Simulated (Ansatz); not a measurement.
The cluster AgF₂. The state is a doublet with charge 0. Geometry PBE-D4/def2-TZVP; atoms count from 1.

```xyz
3

Ag    0.0000    0.0000    0.0000
F     1.1526   -0.5800   -1.4463
F    -1.1527    0.5800    1.4463
```

In the def2 sets Ag takes a core potential; there is no spin–orbit coupling. The structure comes from a short search, and lower isomers may exist.

Estimate the Mulliken populations from the PBE0/def2-TZVP orbitals of Ansatz.


```json
{"atom": "Ag1", "charge (e)": "1.00", "spin (α − β)": "0.69", "d electrons": "9.47"}
{"atom": "F2", "charge (e)": "-0.50", "spin (α − β)": "0.15", "d electrons": "–"}
{"atom": "F3", "charge (e)": "-0.50", "spin (α − β)": "0.15", "d electrons": "–"}
```
Mulliken values and Mayer orders depend strongly on the basis.

Where does the spin sit?

Summed by element: Ag 0.69, F 0.31, of 1 unpaired in all. Largest on single atoms: Ag1 0.69, F2 0.15, F3 0.15.

And the Mayer bond orders between bonded heavy atoms (over 0.3)?

Ag1–F2 0.66 (1.94 Å); Ag1–F3 0.66 (1.94 Å).
